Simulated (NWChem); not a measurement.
Dipole moment of BF

```xyz
2

B      0.0000     0.0000    -0.8123
F      0.0000     0.0000     0.4513
```
Charge 0, spin multiplicity 1.

The numbers come from NWChem runs, not from measurements. All single points use one geometry, from B3LYP/def2-SVP, a minimum by its harmonic frequencies.

Basis set: 6-31G*. The CCSD dipole comes from the Λ equations, without orbital relaxation.

```csv
method,dipole moment (D),difference from CCSD
B3LYP,1.09,+0.19
HF,0.87,-0.04
LDA (SVWN5),1.21,+0.30
PBE,1.22,+0.32
CCSD,0.90,0.00
```

The values span 0.36 D, from HF (lowest) to PBE (highest). 

The correlated methods keep 2 core orbitals frozen. B3LYP has NWChem's definition, with VWN1-RPA local correlation. The Pople sets run with spherical d functions. The structure started from a generated list of species. Coupled-cluster values serve here as a point of comparison, not as the truth.
